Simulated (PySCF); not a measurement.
Species: AsH5OSi.
Bonds: O1–Si2, Si2–As3. Hydrogens: H4 on O1; H5, H6 on Si2; H7, H8 on As3.

A GFN2-xTB structure was refined with PySCF 2.14.0, PBE0-D3(BJ)/def2-SVP geometry optimisation, gas phase. Its GFN2-xTB values:

```tsv
coordinate	GFN2-xTB
O1–Si2	1.601 Å
O1–H4	0.981 Å
Si2–As3	2.316 Å
Si2–H5	1.455 Å
Si2–H6	1.468 Å
As3–H7	1.506 Å
O1–Si2–As3	108.9°
O1–Si2–H5	100.9°
O1–Si2–H6	108.9°
Si2–O1–H4	121.5°
Si2–As3–H7	94.3°
As3–Si2–H5	113.1°
As3–Si2–H6	114.6°
H7–As3–H8	88.5°
```

**Question.** How do these coordinates change at the PBE0-D3(BJ)/def2-SVP level?

**Answer.** 
```
coordinate  PBE0-D3(BJ)/def2-SVP (Å or °)  change
    O1–Si2                          1.667  +0.066
   Si2–As3                          2.375  +0.059
    Si2–H5                          1.489  +0.034
    Si2–H6                          1.498  +0.030
    As3–H7                          1.528  +0.022
     O1–H4                          0.961  -0.020
As3–Si2–H5                          107.5    -5.6
 O1–Si2–H5                          106.1    +5.2
 Si2–O1–H4                          117.2    -4.3
As3–Si2–H6                          111.1    -3.5
 H7–As3–H8                           91.9    +3.4
O1–Si2–As3                          111.2    +2.3
 O1–Si2–H6                          111.1    +2.2
Si2–As3–H7                           92.5    -1.8
```

The energy falls by 20.0 kJ/mol over 6 energy and gradient evaluations, the largest force component goes from 0.0608 to 3.6e-04 Eh/bohr, and the atoms move by 0.105 Å rms after alignment. The bond that changes most is O1–Si2 (silanol oxygen to oxygen-bound silicon), which lengthens by 0.066 Å. Bonds longer at the end by more than 0.005 Å: 6 of 7; shorter: 1. Among the dihedrals that turn most is H4–O1–Si2–H6, from -70° to -56°. Rotational constants go from 16195, 2418, 2205 to 15676, 2254, 2065 MHz.

The run used 89 basis functions and 39 SCF cycles in all.

PBE0-D3(BJ)/def2-SVP frequencies: not computed here. One conformer, not necessarily the lowest.
